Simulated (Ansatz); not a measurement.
Relaxation of Cu₂H⁺ with RKS PBE-D4/def2-TZVP.

```sh
$ ansatz run in.yaml --threads 4 --pin off --events-out ev --progress --plain --max-ram 3916MiB
```

```yaml
crystal:
  periodic: [false, false, false]
  atoms:
    - {symbol: Cu, position_ang: [-1.278230, -0.062720, 0.180820]}
    - {symbol: Cu, position_ang: [1.123350, -0.331240, -0.547590]}
    - {symbol: H, position_ang: [0.154870, 0.393960, 0.366770]}
basis:
  gaussian: {orbitals: def2-TZVP}
total_charge: 1
hamiltonian: {xc: pbe, dispersion: d4}
scf: {omitted_lower_state_checks: [starts]}
output: {orbitals: {seedname: orbitals}}
relax: {f_tol: 0.02, max_steps: 100}
```

It took 7.5 s on 4 threads of Arm Neoverse N1 on a shared host.

Positions (Å) and forces (eV/Å) at steps 1, 2, 3, 4, 5 of 5:

```xyz
3
step=1 energy=-89277.7316 eV
Cu   -1.278   -0.063    0.181   -0.262   -0.235   -0.186
Cu    1.123   -0.331   -0.548    0.057   -0.266   -0.279
H     0.155    0.394    0.367    0.205    0.501    0.465
3
step=2 energy=-89277.7648 eV
Cu   -1.270   -0.079    0.163   -0.099   -0.160   -0.142
Cu    1.104   -0.344   -0.557   -0.034   -0.165   -0.159
H     0.166    0.423    0.393    0.132    0.325    0.301
3
step=3 energy=-89277.7911 eV
Cu   -1.231   -0.113    0.121   -0.151   -0.009    0.020
Cu    1.042   -0.367   -0.568    0.132   -0.041   -0.066
H     0.189    0.480    0.447    0.020    0.050    0.047
3
step=4 energy=-89277.7928 eV
Cu   -1.244   -0.111    0.126    0.023    0.006    0.002
Cu    1.055   -0.368   -0.572   -0.017    0.010    0.014
H     0.189    0.479    0.446   -0.006   -0.016   -0.015
3
step=5 energy=-89277.7928 eV
Cu   -1.243   -0.111    0.126    0.000    0.000    0.000
Cu    1.055   -0.367   -0.571    0.000    0.000    0.000
H     0.188    0.478    0.445    0.000    0.000    0.000
```

The structure comes from a short search, and lower isomers may exist.
